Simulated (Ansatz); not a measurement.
Two shapes of singlet SF6.

Shape 1:

```xyz
7

S     0.0243    0.0435   -0.0043
F     1.5321   -0.0120   -0.0009
F    -1.5446   -0.0345    0.0028
F    -0.0106    1.6172    0.0324
F    -0.0453   -1.5864   -0.0203
F    -0.0121    0.0430    1.5582
F     0.0309   -0.0065   -1.6194
```

Shape 2:

```xyz
7

S     0.0000    0.0000    0.0000
F     1.7071    0.0000    0.0000
F    -1.7071    0.0000    0.0000
F     0.0000    1.7071    0.0000
F     0.0000   -1.7071    0.0000
F     0.0000    0.0000    1.7071
F     0.0000    0.0000   -1.7071
```

Basis set: cc-pVDZ (spherical functions). Frozen core: 11 orbitals. Charge 0, multiplicity 1.

Computed with Ansatz (development build ahead of 0.2.0); each method stands on the lowest determinant of its kind that the runs found.

Task: Which shape is lower in energy, and by how much in each method?

Result:

```
 method  E(2) − E(1) (eV)
    RHF             1.933
RHF-MP2             0.534
```

Shape 1 is lower. Caution: no unrestricted run beside it, a lower state can exist.
